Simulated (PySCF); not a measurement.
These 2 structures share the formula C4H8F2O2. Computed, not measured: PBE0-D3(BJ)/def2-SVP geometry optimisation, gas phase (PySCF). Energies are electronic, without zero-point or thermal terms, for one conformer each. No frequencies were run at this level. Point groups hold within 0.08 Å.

Question: Order them by energy at this level, lowest first, and give relative energies in kJ/mol.
A. `[CH3:1][CH2:2][O:3][CH2:4][O:5][CH:6]([F:7])[F:8]` with C1–C2–O3–C4 180°, C2–O3–C4–O5 -69°, O3–C4–O5–C6 -71°, C4–O5–C6–F7 164°
B. `[CH3:1][O:2][C@H:3]([CH2:4][F:5])[O:6][CH2:7][F:8]` with C1–O2–C3–C4 -93°, O2–C3–C4–F5 65°, O2–C3–O6–C7 -63°, C3–O6–C7–F8 -71°

Answer: A (0.0), B (69.5).

As drawn, the lower has two fluorines on one carbon, which the higher lacks.

```csv
SMILES,E (Eh),E rel (kJ/mol),dipole (D),point group,"A, B, C (MHz)"
CCOCOC(F)F,-506.46285,0.0,2.65,C1,"4208, 979.6, 888.9"
CO[C@H](CF)OCF,-506.43639,69.5,0.86,C1,"3089, 1260, 1033"
```

Q: How do the relative energies change in single points at B97-2/pcSseg-1 (no added dispersion term) on the same geometries?

A: 
| SMILES | PBE0-D3(BJ)/def2-SVP (kJ/mol) | B97-2/pcSseg-1 (kJ/mol) | shift |
| --- | --- | --- | --- |
| CCOCOC(F)F | 0.0 | 0.0 | 0.0 |
| CO[C@H](CF)OCF | 69.5 | 65.6 | -3.9 |

Each column counts from its own lowest isomer. The order is unchanged; the largest shift is 3.9 kJ/mol.
